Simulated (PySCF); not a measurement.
How exact exchange moves a shielding

Molecule: SMILES C[NH+](C)[BH2-]N, C2H11BN2.

Geometry (Å), atoms numbered from 1 in this order:
```xyz
16

C    -0.719    1.746    0.362
N    -0.397    0.320    0.320
C    -1.498   -0.507   -0.163
B     1.031    0.049   -0.538
N     2.097    0.833    0.151
H     0.183    2.272    0.702
H    -0.963    2.080   -0.656
H    -1.569    1.954    1.032
H    -0.146    0.029    1.266
H    -2.412   -0.360    0.434
H    -1.195   -1.561   -0.133
H    -1.702   -0.240   -1.210
H     0.732    0.436   -1.671
H     1.147   -1.177   -0.460
H     2.828    0.284    0.589
H     2.538    1.556   -0.405
```

GIAO shieldings (ppm, equivalent atoms averaged) in PySCF on the PBE0-D3(BJ)/def2-SVP geometry, basis pcSseg-1, gas phase, non-relativistic:

```csv
functional,exact exchange (%),σ(N2),σ(N5),σ(B4)
BLYP,0,178.3,231.3,98.7
BP86,0,186.4,234.7,102.5
PBE,0,185.6,235.0,102.4
PBE0,25,196.6,242.3,107.0
mPW1PW91,25,195.8,241.5,106.9
BHandHLYP,50,199.4,244.8,108.0
HF,100,215.6,253.0,117.0
```

Problem. Fit each shielding as a line in the percentage of exact exchange.

Solution. σ(N2) = 184.9 + 0.32 x (rms 3.2 ppm); σ(N5) = 234.8 + 0.19 x (rms 1.9 ppm); σ(B4) = 101.7 + 0.15 x (rms 1.5 ppm). The functionals also differ in their semilocal parts, which the line can't hold; Hartree–Fock has no correlation at all.

Problem. What does the line predict for B3LYP (20 %), and what does the run give?

Solution. σ(N2): 191.3 predicted, 187.9 computed; σ(N5): 238.6 predicted, 237.7 computed; σ(B4): 104.7 predicted, 102.7 computed ppm.
